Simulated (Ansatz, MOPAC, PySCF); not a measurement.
Species: C$_{2}$H$_{4}$BO (charge 0, doublet). SMILES: C=C[B]O
Structure (B3LYP-D3(BJ)/def2-TZVP (Ansatz, an electronic-structure program) minimum search):
```xyz
8

C      1.8803    -0.0492    -0.1337
C      0.5989    -0.4004    -0.2635
B     -0.5586     0.4528     0.2914
O     -1.8523     0.1036     0.1634
H      2.1598     0.8659     0.3762
H      2.6914    -0.6528    -0.5259
H      0.3638    -1.3300    -0.7842
H     -2.4785     0.7215     0.5534
```
Charge 0, spin multiplicity 2.

Unscaled harmonic wavenumbers (cm⁻¹) in rising order, each level at the stationary point that it reaches from this structure (no distance between atoms moves by over 0.3 Å); the order of modes can differ between levels, and a negative number is imaginary. B3LYP-D3(BJ)/def2-TZVP (PySCF, at the structure above): 94, 252, 460, 478, 643, 853, 996, 1021, 1036, 1128, 1287, 1373, 1456, 1664, 3078, 3126, 3206, 3832.

AM1 (MOPAC): 19, 255, 428, 457, 587, 928, 938, 1024, 1064, 1206, 1308, 1403, 1639, 1851, 3151, 3173, 3204, 3487. Zero-point energy 37.3 against 37.1 kcal/mol; where all levels lie over 400 cm⁻¹, the wavenumbers are on average 1.010 times those of B3LYP-D3(BJ)/def2-TZVP.

HF/3-21G (Ansatz): 143, 273, 487, 548, 689, 900, 1084, 1129, 1159, 1226, 1389, 1427, 1570, 1697, 3281, 3303, 3380, 3934. Zero-point energy 39.5 against 37.1 kcal/mol; where all levels lie over 400 cm⁻¹, the wavenumbers are on average 1.072 times those of B3LYP-D3(BJ)/def2-TZVP.

B3LYP/6-31G* (Ansatz): 96, 247, 457, 481, 650, 861, 1007, 1011, 1043, 1153, 1288, 1377, 1471, 1686, 3092, 3147, 3224, 3782. Zero-point energy 37.3 against 37.1 kcal/mol; where all levels lie over 400 cm⁻¹, the wavenumbers are on average 1.005 times those of B3LYP-D3(BJ)/def2-TZVP.
